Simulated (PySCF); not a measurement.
C5H9NSi.
SMILES: `C#C[Si]1(NC)CC1`

Torsions of this conformer, `[CH:1]#[C:2][Si:3]1([NH:4][CH3:5])[CH2:6][CH2:7]1`: C2–Si3–N4–C5 -69°.

The closed-shell ground state was solved at several levels (PySCF, density fitting, gas phase, non-relativistic). Isolated species at its PBE0-D3(BJ)/def2-SVP geometry (one conformer only).

```
            level  basis functions  total energy (Eh)  HOMO (eV)  LUMO (eV)  gap (eV)  dipole (D)
    PBE0/pcSseg-1              171          -539.6480      -6.55      -0.06      6.49        1.36
wB97X-D/def2-SVPD              216          -539.7641      -8.35       1.58      9.93        1.30
```

(1) What might KT3/pcSseg-1 (171 basis functions) give for the same quantities?

(2) Over all these levels, which gives the widest orbital gap and which the narrowest?

(3) How far do the dipole and the HOMO energy spread over the levels?

Results:

(1) Total energy -546.4098 Eh, HOMO -5.50 eV, LUMO -0.91 eV, gap 4.59 eV, dipole 1.22 D.

(2) wB97X-D/def2-SVPD (range-separated hybrid) has the widest, 9.93 eV, and KT3/pcSseg-1 (GGA) the narrowest, 4.59 eV. Functional and basis both differ between the two, so the spread mixes both effects.

(3) The dipole runs from 1.22 to 1.36 D (mean 1.29 D) and the HOMO from -8.35 to -5.50 eV.

The pairwise dispersion term of wB97X-D wasn't added to the energies; at a given geometry it leaves orbitals and properties as they are.
